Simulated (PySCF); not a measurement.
# GeH₂ + GeCl₂ → 2 GeHCl

Level: PBE0 in the def2-TZVP basis family, all electrons, no relativity, computed in PySCF with density fitting; open shells unrestricted.

```tsv
species	state and structure	ZPE (kJ/mol)	H(298 K) − H(0) (kJ/mol)	S° (J/(mol K))
GeH₂	singlet, C2v, Ge–H 1.594 Å (×2); H–Ge–H 90.6°	28.7	10.0	220.6
GeCl₂	singlet, C2v, Ge–Cl 2.182 Å (×2); Cl–Ge–Cl 100.1°	5.7	13.2	295.3
GeHCl	singlet, Cs, Ge–Cl 2.183 Å, Ge–H 1.601 Å; Cl–Ge–H 93.7°	18.2	11.0	264.4
```

(1) Is the gas-phase reaction uphill or downhill in electronic energy at this level, and by how much?

(2) Add zero-point, thermal and entropy terms for 298.15 K and 1 bar.

## Answers

(1) At PBE0/def2-TZVP, ΔE = 12.9 kJ/mol, uphill. The bond energies do not simply add up: the mixed species is disfavoured.

(2) ΔZPE = 2.0 and Δ[H(298) − H(0)] = -1.2 kJ/mol give ΔH° = 13.7 kJ/mol. ΔS° = 12.9 J/(mol K), so ΔG° = 13.7 − 298.15 × (0.0129) = 10 kJ/mol and log₁₀K = -1.7.

Each species is the lowest minimum found with this bonding; other isomers or fragments can lie lower.
